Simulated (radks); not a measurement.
Problem. Neutral indium, configuration [Kr] 4d9.5 5p3.5 (fractional occupations, a model configuration). Calculated with a radial shooting solver on a logarithmic mesh with Libxc functionals: scalar-relativistic Kohn-Sham, SCAN, spin-polarised, spherical densities, finite nucleus; open shells are filled with parallel spins first (spin-orbit coupling, left out, can overturn this in heavy ions); meta-GGA in the generalised Kohn-Sham scheme; Fermi nuclear charge, rms radius 4.6156 fm. Some entries of the table are withheld. Estimate them.

orbital  occ.  eigenvalue (hartree)  r(max) (bohr)
1s up       1             -1022.076        0.01922
1s down     1             -1022.074        0.01922
2s up       1             -153.8358         0.1085
2s down     1             -153.8309         0.1085
2p up       3             -137.9669        0.08696
2p down     3             -137.9618        0.08696
3s up       1             -29.63048         0.3149
3s down     1             -29.62732         0.3150
3p up       3             -24.38779         0.3085
3p down     3             -24.38358         0.3086
3d up       5             -16.28449         0.2587
3d down     5             -16.27815         0.2587
4s up       1              -4.76666         0.7711
4s down     1              -4.74289         0.7714
4p up       3              -3.19405         0.8162
4p down     3              -3.17063         0.8165
4d up       5                   (1)            (2)
4d down   4.5                   (3)            (4)
5p up       3              -0.19118          2.635
5p down   0.5              -0.10706          2.685

Solution. 
(1) 4d up eigenvalue (hartree): -0.92035
(2) 4d up r(max) (bohr): 0.9248
(3) 4d down eigenvalue (hartree): -0.89038
(4) 4d down r(max) (bohr): 0.9242
